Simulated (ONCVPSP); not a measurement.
# Plane-wave convergence, ONCV potential for Co (Z = 27)

```
Element                 : Co
Generator               : ONCVPSP 4.0.1
Type                    : optimised norm-conserving Vanderbilt (ONCV)
Functional              : PBE
Relativity              : scalar-relativistic
Frozen core             : [Ne] 3s2
Valence charge          : 15
Reference configuration : 3p6 3d7.5 4s1.5
Partial waves           : 4s: rc 2.55 bohr, ncon 4, nbas 7, qcut 3 1/bohr, 3 projectors, debl 2.4 Ha; 3p: rc 0.75 bohr, ncon 5, nbas 10, qcut 10.8 1/bohr, 1 projector; 3d: rc 1.50 bohr, ncon 3, nbas 8, qcut 9.9 1/bohr, 2 projectors, debl 0.7 Ha
Local potential         : polynomial inside 0.60 bohr (lpopt 1, dvloc0 6 Ha)
Core correction         : Teter function fitted to the true core (icmod 2), fcfact 0.4
```

Problem. For each optimised wave give the share of its norm inside rc, the residual kinetic energy above qcut (Ha) and the cutoffs (Ha) for errors of 10, 1, 0.1 and 0.01 mHa per electron.

Solution.

| wave | norm inside rc | residual KE | 10 mHa | 1 mHa | 0.1 mHa | 0.01 mHa |
| --- | --- | --- | --- | --- | --- | --- |
| 4s | 0.413 | 3.8e-04 | 2.2 | 3.9 | 9.9 | 18.1 |
| s projector 2 | 0.204 | 5.5e-02 | 6.1 | 20.0 | 25.0 | 28.3 |
| s projector 3 | 0.131 | 3.5e-01 | 11.5 | 24.4 | 28.9 | 31.9 |
| 3p | 0.468 | 2.3e-03 | 28.0 | 101.2 | 498.4 | 596.3 |
| 3d | 0.784 | 8.5e-06 | 33.6 | 39.5 | 44.0 | 49.4 |
| d projector 2 | 0.081 | 3.3e-06 | 29.5 | 37.0 | 42.5 | 47.2 |

The occupied waves need 101 Ha and 498 Ha for 1 and 0.1 mHa. Note: ghosts flagged at negative energy: s at -50.6 eV; no localised positive-energy state flagged. A true bound ghost makes a file unfit for plane-wave use.
